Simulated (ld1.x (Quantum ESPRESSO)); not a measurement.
An all-electron radial function and its pseudo partner (xenon (Xe))

Columns: radius, all-electron u(r) and pseudo u(r) of the 5p shell (level -12.50 eV) of xenon in the configuration [Kr] 4d10 5s2 5p5.5; PBE, scalar-relativistic, TM semilocal scheme, ld1.x (Quantum ESPRESSO) 7.5.

| r (bohr) | all-electron | pseudo |
| --- | --- | --- |
| 0.085 | 0.1155 | -0.0078 |
| 0.170 | -0.1794 | -0.0300 |
| 0.255 | -0.2141 | -0.0629 |
| 0.340 | -0.0311 | -0.1013 |
| 0.425 | 0.1810 | -0.1397 |
| 0.510 | 0.3217 | -0.1737 |
| 0.595 | 0.3672 | -0.2013 |
| 0.680 | 0.3313 | -0.2230 |
| 0.765 | 0.2394 | -0.2418 |
| 0.850 | 0.1163 | -0.2617 |
| 0.935 | -0.0189 | -0.2869 |
| 1.020 | -0.1531 | -0.3215 |
| 1.105 | -0.2780 | -0.3681 |
| 1.190 | -0.3891 | -0.4272 |
| 1.275 | -0.4844 | -0.4955 |
| 1.360 | -0.5637 | -0.5653 |
| 1.445 | -0.6274 | -0.6275 |
| 1.530 | -0.6768 | -0.6768 |
| 1.615 | -0.7131 | -0.7131 |
| 1.700 | -0.7378 | -0.7378 |
| 1.785 | -0.7523 | -0.7523 |
| 1.870 | -0.7582 | -0.7582 |
| 1.955 | -0.7566 | -0.7566 |
| 2.040 | -0.7490 | -0.7490 |
| 2.125 | -0.7362 | -0.7362 |
| 2.210 | -0.7194 | -0.7194 |

(1) How many radial nodes do the two functions have?

(2) At about which radius was the pseudo-wave matched?

(3) Is the pseudo-wave norm-conserving?

Results:

(1) The all-electron 5p function has n − l − 1 = 3; the pseudo-wave has 0, since the states of the same l below it are removed with the core.

(2) 1.50 bohr, where the columns begin to agree (steps of 0.09 bohr).

(3) Yes: the TM semilocal scheme keeps the norm inside the radius equal to the all-electron one, which fixes the energy derivative of the logarithmic derivative at the level.
